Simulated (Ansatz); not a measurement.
Relaxation of Al2O6H6 with RKS r2SCAN-D4/def2-SVP.

```sh
$ ansatz run in.yaml --threads 4 --pin off --events-out ev --progress --plain --max-ram 8704MiB
```

```yaml
crystal:
  periodic: [false, false, false]
  atoms:
    - {symbol: Al, position_ang: [0.514390, 1.385560, 0.671970]}
    - {symbol: Al, position_ang: [-0.546500, -1.495720, -1.129030]}
    - {symbol: O, position_ang: [1.876670, 2.245270, 0.400940]}
    - {symbol: O, position_ang: [-2.075710, -1.341280, -1.714690]}
    - {symbol: O, position_ang: [1.041530, -0.497240, 1.215270]}
    - {symbol: O, position_ang: [1.095850, -0.469670, -0.163930]}
    - {symbol: O, position_ang: [-0.760610, 1.730350, 1.636280]}
    - {symbol: O, position_ang: [-0.013310, 0.238330, -0.611630]}
    - {symbol: H, position_ang: [-2.947280, -1.308200, -2.075630]}
    - {symbol: H, position_ang: [0.597030, -1.794090, -2.131940]}
    - {symbol: H, position_ang: [-1.310060, 2.276030, 2.174140]}
    - {symbol: H, position_ang: [2.718590, 2.449630, 0.026710]}
    - {symbol: H, position_ang: [-0.524730, -2.209530, 0.330230]}
    - {symbol: H, position_ang: [0.334150, -1.209450, 1.371310]}
basis:
  gaussian: {orbitals: def2-SVP}
hamiltonian: {xc: r2scan, dispersion: d4}
scf: {lower_state_search: "off"}
output: {orbitals: {seedname: orbitals}}
relax: {f_tol: 0.02, max_steps: 100}
```

Run time 1.8 min (4 threads of Intel Xeon Platinum 8259CL on a shared host).

Positions (Å) and forces (eV/Å) at steps 1, 2, 3, 4, 5, 6, 7, 8, 9, 10, 11, 12, 13, 14, 15, 16, 17, 18, 19, 20 of 32:

```xyz
14
step=1 energy=-25552.9672 eV
Al    0.514    1.386    0.672   -0.274    0.683    0.751
Al   -0.546   -1.496   -1.129   -0.379   -1.136   -0.295
O     1.877    2.245    0.401    0.231    0.522    0.135
O    -2.076   -1.341   -1.715   -1.114    0.140   -0.380
O     1.042   -0.497    1.215   -0.328    0.317    2.144
O     1.096   -0.470   -0.164    3.920   -1.928   -1.659
O    -0.761    1.730    1.636   -0.513   -0.011    0.309
O    -0.013    0.238   -0.612   -1.818    1.499   -0.720
H    -2.947   -1.308   -2.076   -0.163   -0.011   -0.073
H     0.597   -1.794   -2.132    0.342   -0.321   -0.489
H    -1.310    2.276    2.174   -0.185    0.367    0.262
H     2.719    2.450    0.027    0.340    0.016   -0.204
H    -0.525   -2.210    0.330    0.155    0.112    0.493
H     0.334   -1.209    1.371   -0.212   -0.248   -0.273
14
step=2 energy=-25553.4857 eV
Al    0.515    1.384    0.697   -0.342    0.163    0.626
Al   -0.542   -1.515   -1.169   -0.370   -0.567   -0.118
O     1.880    2.272    0.469    0.233    0.443    0.094
O    -2.116   -1.337   -1.681   -0.486    0.051   -0.129
O     1.029   -0.527    1.212    0.642    0.850    1.013
O     1.203   -0.484   -0.192    2.038   -0.918   -0.436
O    -0.808    1.740    1.614   -0.402    0.044    0.219
O     0.050    0.233   -0.642   -0.656    0.713   -0.809
H    -3.008   -1.292   -1.998    0.021   -0.027    0.005
H     0.557   -1.942   -2.236   -0.084   -0.126    0.039
H    -1.374    2.302    2.130    0.070    0.144    0.024
H     2.734    2.486    0.115    0.033   -0.084   -0.070
H    -0.444   -2.052    0.410   -0.098   -0.235   -0.006
H     0.324   -1.269    1.270   -0.600   -0.450   -0.451
14
step=3 energy=-25553.8169 eV
Al    0.522    1.396    0.727   -0.277   -0.226    0.278
Al   -0.569   -1.542   -1.168   -0.308   -0.124   -0.215
O     1.879    2.337    0.553   -0.015    0.251    0.122
O    -2.170   -1.320   -1.645    0.134    0.050    0.116
O     1.070   -0.515    1.201    0.415    0.242   -0.070
O     1.381   -0.478   -0.223    0.022    0.029    0.228
O    -0.858    1.747    1.594   -0.084   -0.085   -0.030
O     0.171    0.235   -0.702    0.295   -0.163   -0.440
H    -3.071   -1.256   -1.942    0.136   -0.014    0.055
H     0.475   -2.117   -2.259   -0.275    0.096    0.352
H    -1.436    2.324    2.088    0.230    0.007   -0.112
H     2.743    2.563    0.219   -0.156   -0.165   -0.010
H    -0.465   -2.101    0.443    0.168    0.241   -0.210
H     0.328   -1.273    1.115   -0.283   -0.139   -0.064
14
step=4 energy=-25553.9245 eV
Al    0.516    1.348    0.717   -0.003   -0.347    0.019
Al   -0.591   -1.538   -1.172   -0.109    0.298   -0.136
O     1.842    2.356    0.625   -0.161    0.167    0.136
O    -2.211   -1.237   -1.555    0.376   -0.019    0.153
O     1.121   -0.532    1.189    0.688    0.731   -0.480
O     1.517   -0.520   -0.235   -0.708    0.330    0.456
O    -0.931    1.673    1.492    0.045   -0.197   -0.121
O     0.320    0.206   -0.796    0.474   -0.422    0.116
H    -3.124   -1.132   -1.801    0.211   -0.028    0.069
H     0.391   -2.227   -2.251   -0.325    0.089    0.331
H    -1.537    2.256    1.947    0.255   -0.014   -0.118
H     2.715    2.607    0.329   -0.175   -0.192   -0.016
H    -0.373   -1.975    0.469   -0.265   -0.222   -0.341
H     0.346   -1.284    1.043   -0.303   -0.175   -0.069
14
step=5 energy=-25554.0336 eV
Al    0.518    1.306    0.684    0.087   -0.158    0.015
Al   -0.587   -1.516   -1.144   -0.119    0.288   -0.195
O     1.798    2.378    0.651   -0.233    0.121    0.133
O    -2.196   -1.126   -1.469    0.357   -0.028    0.102
O     1.173   -0.526    1.170    0.241    0.413   -0.486
O     1.586   -0.541   -0.244   -0.423    0.234    0.241
O    -0.974    1.572    1.392    0.069   -0.253   -0.128
O     0.420    0.181   -0.852    0.247   -0.427    0.288
H    -3.109   -0.973   -1.685    0.138   -0.022    0.038
H     0.319   -2.301   -2.206   -0.235    0.073    0.227
H    -1.608    2.142    1.820    0.180    0.048   -0.061
H     2.669    2.658    0.386   -0.075   -0.164   -0.050
H    -0.380   -1.970    0.481   -0.045   -0.053   -0.128
H     0.371   -1.285    1.014   -0.189   -0.072    0.004
14
step=6 energy=-25554.1234 eV
Al    0.525    1.262    0.672    0.173   -0.251   -0.233
Al   -0.561   -1.478   -1.149    0.344    0.007    0.210
O     1.715    2.417    0.674   -0.001    0.378    0.111
O    -2.130   -1.012   -1.403    0.345    0.011    0.037
O     1.195   -0.492    1.139    0.375   -0.054    0.174
O     1.630   -0.570   -0.251   -0.319    0.109    0.278
O    -0.989    1.438    1.318   -0.262   -0.378    0.002
O     0.480    0.136   -0.866    0.172   -0.047   -0.328
H    -3.028   -0.824   -1.579   -0.815    0.182   -0.152
H     0.221   -2.395   -2.161    0.028   -0.034   -0.019
H    -1.605    2.034    1.719   -0.203    0.347    0.169
H     2.585    2.676    0.398    0.173   -0.056   -0.106
H    -0.366   -1.936    0.484    0.067    0.000    0.127
H     0.328   -1.256    1.005   -0.078   -0.213   -0.270
14
step=7 energy=-25554.1888 eV
Al    0.526    1.212    0.648    0.186    0.180   -0.153
Al   -0.561   -1.444   -1.104    0.211   -0.087   -0.104
O     1.645    2.451    0.674    0.129    0.301    0.007
O    -2.104   -0.882   -1.354   -1.083    0.336   -0.224
O     1.246   -0.492    1.133    0.298   -0.060    0.238
O     1.694   -0.595   -0.242    0.122   -0.053    0.008
O    -1.025    1.312    1.246   -0.612    0.102    0.277
O     0.572    0.097   -0.906   -0.081    0.097   -0.106
H    -3.018   -0.639   -1.535    0.826   -0.214    0.194
H     0.144   -2.455   -2.084    0.000   -0.037    0.001
H    -1.659    1.924    1.631    0.364   -0.185   -0.192
H     2.519    2.720    0.395   -0.150   -0.166   -0.002
H    -0.338   -1.923    0.529    0.052    0.007    0.099
H     0.359   -1.287    0.968   -0.262   -0.220   -0.045
14
step=8 energy=-25554.2344 eV
Al    0.530    1.169    0.638    0.130    0.484   -0.082
Al   -0.556   -1.412   -1.091   -0.032   -0.038   -0.276
O     1.565    2.500    0.668   -0.235   -0.042    0.037
O    -2.075   -0.750   -1.313   -0.083   -0.013   -0.091
O     1.296   -0.493    1.142    0.283    0.054    0.163
O     1.758   -0.625   -0.225    0.221   -0.128   -0.041
O    -1.059    1.189    1.192   -0.034   -0.068    0.073
O     0.656    0.059   -0.930   -0.230    0.143    0.074
H    -2.969   -0.462   -1.472    0.255   -0.081    0.096
H     0.061   -2.528   -2.033   -0.078    0.100    0.101
H    -1.687    1.820    1.545    0.171   -0.010   -0.082
H     2.436    2.762    0.373   -0.021   -0.133   -0.034
H    -0.315   -1.906    0.558   -0.014   -0.070    0.052
H     0.360   -1.323    0.948   -0.332   -0.198    0.007
14
step=9 energy=-25554.2835 eV
Al    0.541    1.160    0.653    0.111    0.409   -0.053
Al   -0.537   -1.387   -1.114   -0.066   -0.003   -0.306
O     1.509    2.554    0.660   -0.264   -0.201    0.009
O    -2.044   -0.691   -1.317    0.248   -0.161   -0.076
O     1.321   -0.486    1.155    0.351    0.158    0.087
O     1.789   -0.640   -0.208    0.075   -0.125    0.098
O    -1.059    1.123    1.204    0.122   -0.026    0.040
O     0.693    0.048   -0.925   -0.255    0.121   -0.009
H    -2.934   -0.393   -1.457    0.035   -0.010    0.069
H     0.015   -2.588   -2.007   -0.083    0.252    0.184
H    -1.658    1.793    1.538    0.105    0.012   -0.062
H     2.377    2.781    0.326   -0.038   -0.116   -0.008
H    -0.318   -1.914    0.561   -0.078   -0.132    0.071
H     0.303   -1.360    0.931   -0.262   -0.179   -0.044
14
step=10 energy=-25554.3383 eV
Al    0.571    1.151    0.697    0.070    0.320    0.016
Al   -0.490   -1.324   -1.165    0.024   -0.183   -0.389
O     1.398    2.663    0.629    0.069   -0.597   -0.206
O    -1.979   -0.601   -1.349    0.517   -0.296   -0.089
O     1.375   -0.459    1.190    0.499    0.311   -0.138
O     1.823   -0.670   -0.172   -0.080   -0.085    0.316
O    -1.039    1.018    1.264    0.105    0.465    0.101
O     0.738    0.047   -0.904   -0.165    0.113   -0.098
H    -2.869   -0.307   -1.446   -0.336    0.114    0.044
H    -0.019   -2.653   -1.948   -0.101    0.532    0.311
H    -1.559    1.784    1.545    0.143   -0.296   -0.131
H     2.258    2.791    0.201   -0.403   -0.063    0.223
H    -0.355   -1.974    0.569   -0.767   -0.816   -0.285
H     0.147   -1.465    0.889    0.425    0.481    0.325
14
step=11 energy=-25554.4649 eV
Al    0.610    1.146    0.708    0.152    0.078    0.265
Al   -0.459   -1.264   -1.233   -0.111    0.355    0.181
O     1.395    2.645    0.571   -0.251    0.003    0.092
O    -1.983   -0.630   -1.422   -0.182   -0.078   -0.142
O     1.536   -0.386    1.206   -0.281    0.139   -0.671
O     1.800   -0.686   -0.185    0.348   -0.230    0.315
O    -0.971    1.027    1.334    0.095   -0.048   -0.055
O     0.727    0.096   -0.894   -0.224   -0.092    0.082
H    -2.902   -0.375   -1.415    0.270   -0.049    0.065
H     0.086   -2.554   -1.900    0.071   -0.132   -0.100
H    -1.532    1.778    1.534   -0.066    0.073    0.017
H     2.250    2.813    0.180    0.200    0.028   -0.072
H    -0.529   -2.072    0.579    0.445    0.468    0.456
H    -0.028   -1.539    0.937   -0.466   -0.517   -0.434
14
step=12 energy=-25554.4841 eV
Al    0.635    1.154    0.729    0.141    0.259    0.214
Al   -0.436   -1.226   -1.248   -0.105    0.019    0.099
O     1.357    2.700    0.554   -0.226   -0.332    0.073
O    -1.961   -0.607   -1.444   -0.331   -0.024   -0.138
O     1.584   -0.355    1.209   -0.074    0.062   -0.707
O     1.823   -0.692   -0.182    0.124   -0.042    0.481
O    -0.948    1.003    1.367    0.080    0.232   -0.069
O     0.744    0.107   -0.881   -0.055   -0.064    0.057
H    -2.883   -0.359   -1.404    0.330   -0.047    0.048
H     0.102   -2.553   -1.865    0.029    0.014   -0.055
H    -1.482    1.789    1.531    0.015   -0.150   -0.005
H     2.207    2.834    0.130    0.073    0.039   -0.008
H    -0.599   -2.156    0.593   -0.329   -0.352   -0.175
H    -0.143   -1.639    0.911    0.328    0.387    0.185
14
step=13 energy=-25554.5428 eV
Al    0.638    1.175    0.735    0.164   -0.222   -0.026
Al   -0.460   -1.280   -1.213    0.275    0.103   -0.189
O     1.367    2.699    0.569    0.042    0.045   -0.030
O    -2.008   -0.769   -1.553   -0.817    0.204    0.089
O     1.570   -0.357    1.150    0.254   -0.166   -0.005
O     1.825   -0.691   -0.222   -0.390    0.346    0.414
O    -0.936    1.050    1.378   -0.138    0.014   -0.071
O     0.688    0.091   -0.863    0.022   -0.069   -0.296
H    -2.803   -0.271   -1.324    0.648   -0.272   -0.067
H     0.183   -2.545   -1.870   -0.090   -0.007    0.021
H    -1.485    1.817    1.563    0.004   -0.027    0.040
H     2.222    2.853    0.161    0.000    0.030    0.029
H    -0.646   -2.145    0.592   -0.094   -0.104    0.052
H    -0.157   -1.629    0.896    0.119    0.127    0.040
14
step=14 energy=-25554.5625 eV
Al    0.644    1.164    0.728   -0.008   -0.107    0.021
Al   -0.450   -1.265   -1.264   -0.048    0.093    0.078
O     1.376    2.684    0.584    0.116    0.127   -0.051
O    -2.032   -0.797   -1.532    1.243   -1.044   -0.612
O     1.582   -0.356    1.160   -0.009   -0.023   -0.231
O     1.802   -0.690   -0.215    0.007    0.027    0.227
O    -0.949    1.045    1.328   -0.113    0.002   -0.064
O     0.687    0.102   -0.885    0.041    0.026    0.001
H    -2.762   -0.309   -1.231   -1.228    0.969    0.604
H     0.178   -2.537   -1.902   -0.017   -0.058   -0.053
H    -1.500    1.811    1.510    0.021   -0.023    0.043
H     2.245    2.848    0.209   -0.029    0.021    0.042
H    -0.660   -2.117    0.618    0.072    0.104    0.039
H    -0.163   -1.583    0.892   -0.048   -0.117   -0.045
14
step=15 energy=-25554.6112 eV
Al    0.617    1.195    0.708   -0.210   -0.064    0.006
Al   -0.460   -1.280   -1.271   -0.103    0.030    0.051
O     1.408    2.693    0.613    0.004   -0.016   -0.029
O    -2.078   -0.859   -1.475   -0.458    0.268    0.222
O     1.493   -0.356    1.181   -0.064    0.096    0.030
O     1.761   -0.681   -0.173    0.235   -0.121   -0.141
O    -1.019    1.140    1.205    0.038   -0.057   -0.097
O     0.667    0.103   -0.893   -0.013    0.058    0.059
H    -2.719   -0.255   -1.067    0.598   -0.341   -0.212
H     0.143   -2.561   -1.931   -0.005    0.057   -0.080
H    -1.536    1.919    1.424    0.001    0.037    0.052
H     2.305    2.839    0.307    0.046    0.024    0.014
H    -0.562   -2.207    0.569    0.177    0.223    0.062
H    -0.019   -1.690    0.803   -0.246   -0.196    0.062
14
step=16 energy=-25554.5362 eV rejected
Al    0.535    1.191    0.650    0.704   -0.121   -0.318
Al   -0.467   -1.327   -1.255    0.832    0.064   -0.055
O     1.399    2.659    0.605   -0.291   -0.050   -0.011
O    -2.069   -0.905   -1.457   -0.693    0.341    0.136
O     1.476   -0.323    1.096    0.699   -0.549    0.393
O     1.854   -0.673   -0.243   -1.314    0.838    0.548
O    -1.108    1.098    1.112    0.003    0.102   -0.092
O     0.686    0.067   -0.930    0.027   -0.251   -0.507
H    -2.538   -0.188   -1.018    0.021   -0.037    0.016
H     0.097   -2.521   -2.074    0.113   -0.187    0.102
H    -1.567    1.859    1.480   -0.056   -0.046    0.002
H     2.326    2.781    0.383   -0.077   -0.063    0.033
H    -0.567   -2.115    0.679   -0.107   -0.109   -0.079
H    -0.059   -1.603    0.973    0.139    0.068   -0.168
14
step=17 energy=-25554.6486 eV
Al    0.596    1.191    0.688   -0.010   -0.021   -0.072
Al   -0.461   -1.289   -1.274    0.067    0.015    0.008
O     1.397    2.686    0.606    0.000   -0.021   -0.034
O    -2.085   -0.882   -1.463   -0.355    0.265    0.207
O     1.496   -0.343    1.168    0.000   -0.019   -0.001
O     1.778   -0.679   -0.183    0.001    0.020   -0.027
O    -1.048    1.131    1.158   -0.009    0.012   -0.080
O     0.670    0.094   -0.907    0.004    0.008    0.076
H    -2.641   -0.224   -1.020    0.354   -0.240   -0.146
H     0.138   -2.547   -1.973    0.017   -0.008   -0.028
H    -1.538    1.911    1.432    0.006   -0.025    0.029
H     2.308    2.828    0.335   -0.039   -0.005    0.037
H    -0.571   -2.191    0.588    0.004    0.035   -0.003
H    -0.040   -1.686    0.845   -0.041   -0.017    0.034
14
step=18 energy=-25554.6679 eV
Al    0.586    1.186    0.670    0.019   -0.014   -0.090
Al   -0.456   -1.294   -1.280    0.019    0.013    0.021
O     1.385    2.684    0.600    0.035   -0.006   -0.032
O    -2.086   -0.882   -1.429   -0.191    0.183    0.136
O     1.492   -0.341    1.157    0.052   -0.054    0.012
O     1.786   -0.680   -0.192   -0.096    0.072    0.024
O    -1.068    1.122    1.105   -0.052    0.081   -0.039
O     0.676    0.090   -0.919    0.044   -0.014    0.025
H    -2.573   -0.192   -0.958    0.219   -0.146   -0.076
H     0.140   -2.547   -1.991    0.014   -0.022   -0.023
H    -1.546    1.896    1.421    0.029   -0.086   -0.004
H     2.305    2.827    0.364   -0.083   -0.014    0.045
H    -0.585   -2.184    0.593   -0.020    0.000   -0.014
H    -0.055   -1.684    0.859    0.012    0.006    0.013
14
step=19 energy=-25554.6903 eV
Al    0.571    1.179    0.637    0.013    0.010   -0.060
Al   -0.454   -1.302   -1.283   -0.062    0.008   -0.003
O     1.362    2.680    0.591    0.103    0.020   -0.036
O    -2.085   -0.859   -1.380   -0.138    0.281    0.208
O     1.486   -0.337    1.149    0.018   -0.031   -0.007
O     1.787   -0.688   -0.194   -0.060    0.035    0.006
O    -1.097    1.110    1.025   -0.081    0.142    0.004
O     0.686    0.078   -0.941    0.066   -0.002    0.061
H    -2.475   -0.132   -0.867    0.226   -0.254   -0.139
H     0.132   -2.552   -2.009   -0.003   -0.030   -0.010
H    -1.564    1.868    1.396    0.060   -0.150   -0.054
H     2.295    2.829    0.406   -0.149   -0.027    0.050
H    -0.591   -2.183    0.599   -0.006    0.002   -0.007
H    -0.053   -1.693    0.870    0.012   -0.006   -0.011
14
step=20 energy=-25554.7147 eV
Al    0.556    1.172    0.600    0.025   -0.034   -0.057
Al   -0.452   -1.310   -1.290   -0.162    0.060    0.037
O     1.333    2.681    0.584    0.139    0.026   -0.026
O    -2.073   -0.807   -1.298   -0.108    0.410    0.290
O     1.472   -0.334    1.143    0.044   -0.017    0.025
O     1.795   -0.703   -0.191   -0.109    0.084    0.016
O    -1.131    1.094    0.920   -0.091    0.179    0.056
O     0.707    0.061   -0.959    0.110   -0.039   -0.009
H    -2.353   -0.059   -0.731    0.276   -0.446   -0.281
H     0.107   -2.566   -2.028   -0.022   -0.011   -0.013
H    -1.600    1.829    1.334    0.065   -0.152   -0.075
H     2.275    2.836    0.457   -0.189   -0.034    0.043
H    -0.592   -2.186    0.594    0.018    0.006    0.010
H    -0.044   -1.707    0.864    0.005   -0.031   -0.015
```

The structure comes from a short search, and lower isomers may exist.
